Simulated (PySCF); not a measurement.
## Electron correlation in Ne²⁺ (neon, charge +2)

[He] 2s2 2p3 3s1, high-spin 5S determinant (an excited configuration). All numbers are calculated (PySCF 2.14, scalar relativity by spin-free X2C-1e, in aug-cc-pCVQZ-DK (9s8p6d4f2g, 109 functions)). Frozen: nothing; 8 electrons correlated.

MP2 pair energies summed by pair of shells (mhartree):

| pair | energy | share (%) |
| --- | --- | --- |
| 2s-2p | -75.54 | 40.1 |
| 1s-1s | -38.22 | 20.3 |
| 2p-2p | -26.03 | 13.8 |
| 1s-2p | -15.20 | 8.1 |
| 2s-2s | -11.57 | 6.1 |
| 2s-3s | -8.10 | 4.3 |
| 1s-2s | -7.28 | 3.9 |
| 2p-3s | -6.19 | 3.3 |
| 1s-3s | -0.38 | 0.2 |

Total MP2 correlation energy: -188.51 mhartree.

Same-spin part -46.71 and opposite-spin part -141.80 mhartree; SCS-MP2 scales them by 1/3 and 6/5 to -185.73 mhartree.
